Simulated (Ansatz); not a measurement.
`C[SiH2][GaH2]` + `C#CSS` → `C#CSS[SiH2]C` + `[GaH3]`  (cleavage of the Si–Ga bond)

Gas-phase electronic energies from Ansatz, PBE0-D4/def2-TZVP geometries. CBS: MP2 limit from def2 TZ/QZ plus the TZ coupled-cluster correction, frozen cores. DFT in def2-TZVPP. B3LYP here is the variant with VWN-RPA as its local correlation; programs differ in this. For Ga outer-core shells are correlated without core-valence functions, which leaves a few kJ/mol of doubt a bond. Scalar relativity is left out up to krypton. Each species was taken in one conformer, which may not be the lowest.

```
             level  ΔE (kJ/mol)
          B3LYP-D4        -48.5
           ωB97X-V        -49.9
           ωB97M-V        -52.6
            r2SCAN        -48.0
SCS-MP2/def2-TZVPP        -55.5
CCSD(T)/def2-TZVPP        -48.0
    MP2/def2-QZVPP        -60.5
     MP2/CBS(def2)        -60.8
```

Problem. What does CCSD(T)/CBS give? (Estimate.)

Solution. Computed: -49.8 kJ/mol. The listed levels differ from it by 1.3, -0.1, -2.8, 1.8, -5.7, 1.8, -10.7, -11.0 kJ/mol.

Largest T1 diagnostic among the species: 0.014.

The D4 term adds −7.8 kJ/mol with B3LYP and −4.4 kJ/mol with PBE0; it sums over pairs of atoms, weighted by their polarisabilities, and B3LYP, whose exchange is more repulsive, gets the larger term. From PBE to PBE0 (25 % exact exchange), in def2-TZVPP and without D4, ΔE moves by −3.9 kJ/mol.
